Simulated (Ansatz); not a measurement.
`[CH3][Zn][Br]` + NH₃ → `[NH2][Zn][Br]` + CH₄ at 400 K and 1 bar (ligand exchange at a Zn–C bond).

Computed with Ansatz on PBE0-D4/def2-TZVP structures; ΔE is electronic, products minus reactants. CCSD(T)/CBS adds triple-zeta CCSD(T) − MP2 to the extrapolated MP2 energy (def2 sets, frozen cores). This one scheme is used for every species. For Br, Zn outer-core shells are correlated without core-valence functions, which leaves a few kJ/mol of doubt a bond. Scalar relativity is left out up to krypton. Each species was taken in one conformer, which may not be the lowest.

| species | CCSD(T)/CBS energy (Eh) | H − E (kJ/mol) | S (J/(mol·K)) |
| --- | --- | --- | --- |
| `[CH3][Zn][Br]` | -4391.61974 | 118.9 | 324.4 |
| NH₃ | -56.50880 | 104.2 | 203.1 |
| `[NH2][Zn][Br]` | -4407.67573 | 90.3 | 329.2 |
| CH₄ | -40.46206 | 131.3 | 197.2 |

H − E and S are ideal-gas, rigid-rotor, harmonic terms from PBE0-D4/def2-TZVP, for one conformer and one mirror image of each species. 1 Eh = 2625.50 kJ/mol, R = 8.31446 J/(mol·K).

Question: By hand: ΔE, ΔH, ΔS and ΔG.

Answer: ΔE = (-4407.67573) + (-40.46206) − (-4391.61974) − (-56.50880) = -0.00925 Eh = -24.3 kJ/mol. Δ(H − E) = 90.3 + 131.3 − 118.9 − 104.2 = -1.5, so ΔH = -25.8 kJ/mol. ΔS = 329.2 + 197.2 − 324.4 − 203.1 = -1.1 J/(mol·K). ΔG = -25.8 − 400 × (-1.1)/1000 = -25.4 kJ/mol.

Question: By hand: the equilibrium constant, and the temperature at which ΔG would vanish if ΔH and ΔS stayed fixed.

Answer: log₁₀ K = −ΔG/(RT ln 10) = 3.3. ΔG = 0 at ΔH/ΔS = 23455 K, far beyond where these terms or the molecules hold.

The number of gas molecules stays the same, so ΔS is small and ΔH decides. A doubt of 5 kJ/mol in ΔE shifts log₁₀ K by 0.7 here. Other conformers and mirror images would add mixing entropy, several J/(mol·K) or more a flexible species. These are equilibria of isolated gas molecules and say nothing of rates. Largest T1 diagnostic: 0.012 (customary marks: 0.02 for closed shells, 0.045 for open ones).
